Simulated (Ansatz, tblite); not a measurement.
Forces on ZnO₂H₂ at its PBE-D4/def2-TZVP geometry. Total charge 0; singlet.

The xTB rows come from tblite. The structure comes from a short search, and lower isomers may exist.

GFN1-xTB (tblite), largest force 0.82 eV/Å:

```xyz
5
positions Å, forces eV/Å
Zn    0.170   -0.058    0.010    0.096   -0.031    0.004
O     0.559    1.021    1.371   -0.673   -0.459   -0.089
O    -0.030   -1.197   -1.343   -0.274    0.776    0.039
H    -0.151    1.049    2.034    0.514    0.068   -0.335
H    -0.548   -0.815   -2.071    0.338   -0.354    0.381
```

GFN2-xTB (tblite), largest force 0.84 eV/Å:

```
Zn 0.028 -0.009 0.002
O -0.690 -0.469 -0.012
O -0.273 0.793 -0.040
H 0.569 0.089 -0.369
H 0.366 -0.403 0.418
```

PBE0-D4/def2-TZVP (Ansatz), largest force 0.64 eV/Å:

```
Zn 0.124 -0.039 0.005
O -0.578 -0.168 0.204
O -0.344 0.476 -0.251
H 0.471 0.022 -0.373
H 0.327 -0.292 0.415
```
